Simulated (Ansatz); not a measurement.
`NB(F)[SeH]`, relaxed with RKS PBE0-D4/def2-TZVP in Ansatz from a PBE-D4/def2-SVP geometry. The force threshold is 0.005 eV/Å; the program also tests the step.

Total charge 0; spin multiplicity 1.

Start:

```xyz
7

N     1.151    0.336    0.297
B    -0.050   -0.196   -0.199
F    -0.012   -1.131   -1.170
Se   -1.799    0.409    0.508
H     1.206    1.045    1.024
H     2.055    0.027   -0.061
H    -2.552   -0.489   -0.399
```

**Question.** How much energy does the relaxation release, and in how many steps? (An estimate is asked.)

**Answer.** Ansatz gave: 2.10 kJ/mol, in 4 steps.

**Question.** Which bonds change most? (Estimate.)

**Answer.** The calculation gave: Se4–H7 from 1.482 to 1.465 Å; N1–H6 from 1.020 to 1.006 Å; N1–H5 from 1.017 to 1.003 Å; B2–F3 from 1.349 to 1.335 Å.

**Question.** Give the relaxed structure. (Estimate.)

**Answer.** Computed: 
```xyz
7

N     1.146    0.333    0.294
B    -0.046   -0.192   -0.196
F    -0.007   -1.119   -1.157
Se   -1.788    0.403    0.499
H     1.198    1.031    1.013
H     2.038    0.029   -0.060
H    -2.540   -0.484   -0.393
```
